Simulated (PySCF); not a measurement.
Energy of Mo⁺ (molybdenum, charge +1) between two integer charges

The 4d alpha orbital of [Kr] 4d5 is emptied in steps (occupation f), with all orbitals relaxed, ending at [Kr] 4d4. Computed with PySCF 2.14 in x2c-TZVPall (8s6p6d1f, 63 functions), with the spin-free X2C one-electron Hamiltonian (Gaussian nucleus). The exact energy is a straight line in f; departures are measured from the line between the end points of the same method.

| f | PBE0 (eV) | r2SCAN (eV) | LC-wPBE (eV) |
| --- | --- | --- | --- |
| 1 | 0.000 | 0.000 | 0.000 |
| 0.9 | -0.319 | -0.430 | -0.064 |
| 0.7 | -0.750 | -1.008 | -0.152 |
| 0.5 | -0.897 | -1.206 | -0.183 |
| 0.3 | -0.757 | -1.017 | -0.155 |
| 0.1 | -0.326 | -0.438 | -0.067 |
| 0 | 0.000 | 0.000 | 0.000 |

```
 method  E(f=0) − E(f=1) (eV)  −ε at f=1 (eV)  −ε at f=0.5 (eV)
   PBE0                16.335          12.800            16.313
 r2SCAN                16.363          11.605            16.335
LC-wPBE                16.153          15.449            16.143
```

Orbital energy along the path (eV):

| f | PBE0 | r2SCAN | LC-wPBE |
| --- | --- | --- | --- |
| 1 | -12.800 | -11.605 | -15.449 |
| 0.9 | -13.487 | -12.532 | -15.577 |
| 0.7 | -14.886 | -14.417 | -15.851 |
| 0.5 | -16.313 | -16.335 | -16.143 |
| 0.3 | -17.761 | -18.278 | -16.442 |
| 0.1 | -19.225 | -20.246 | -16.746 |
| 0 | -19.965 | -21.237 | -16.901 |

Reference removal energy between the ground levels: 16.16 ± 0.12 eV (semi-empirical (NIST evaluation); NIST Atomic Spectra Database, ionization energies). The calculation has no spin-orbit coupling. The determinant left behind need not be the lowest term of the ion.
